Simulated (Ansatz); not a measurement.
C3H8NO, charge +1, singlet, geometry from GFN2-xTB, with bond 7-1 at 1.4 times its length; CASSCF(2,3)/STO-3G (Ansatz, a first-principles code).

The Ansatz input:
Ansatz 0.2 input:
```yaml
crystal:
  periodic: [false, false, false]
  atoms:
    - {symbol: C, position_ang: [-0.73499290, -1.14320159, 0.58377456]}
    - {symbol: N, position_ang: [-0.32771969, 0.16393274, 0.12293672]}
    - {symbol: C, position_ang: [-1.27125546, 1.22941282, 0.35213876]}
    - {symbol: C, position_ang: [0.80399423, 0.36232535, -0.45633982]}
    - {symbol: O, position_ang: [1.63976830, -0.61419233, -0.65404399]}
    - {symbol: H, position_ang: [-0.93496261, -1.10813312, 1.65476742]}
    - {symbol: H, position_ang: [0.35193154, -2.17166617, 0.30654408]}
    - {symbol: H, position_ang: [-1.65221054, -1.44178467, 0.07572833]}
    - {symbol: H, position_ang: [-0.89794463, 2.17950064, -0.02258032]}
    - {symbol: H, position_ang: [-1.46849298, 1.32229562, 1.42098046]}
    - {symbol: H, position_ang: [-2.21466348, 0.99797126, -0.14418481]}
    - {symbol: H, position_ang: [1.04889436, 1.37220574, -0.77956716]}
    - {symbol: H, position_ang: [2.46741454, -0.36944645, -1.09654283]}
basis:
  gaussian:
    orbitals: STO-3G
hamiltonian:
  xc: hf
total_charge: 1
magnetization: {spin_polarized: false}
correlation: {active_space: {window: {electrons: 2, orbitals: 3}}}
```

Q: Predict the main parts of the log of this Ansatz run.

A: 
```
Functional definition: HF
466 factors; integrals over basis functions are off by at most 3.5e-5 eV
mean field evaluation 1: about -6642.5773 eV, gradient 2.4e1 eV
mean field evaluation 2: about -6642.8610 eV, gradient 2.4e1 eV
mean field evaluation 4: about -6644.7048 eV, gradient 1.7e0 eV
mean field evaluation 8: about -6644.7176 eV, gradient 4.6e-2 eV
mean field -6644.71756571 eV, -244.1888665885 hartree, gradient 9.5e-7 eV, S^2 0.000000; 0 other end points of the search recorded, 0 dependent functions left out
reference -6644.71756571 eV, -244.1888665885 hartree; 20, 20 occupied and 13, 13 virtual orbitals, 466 factors
state -6645.78192296 eV, -244.2279809960 hartree
Total energy: -6645.78192296 eV, -244.2279809960 hartree
```
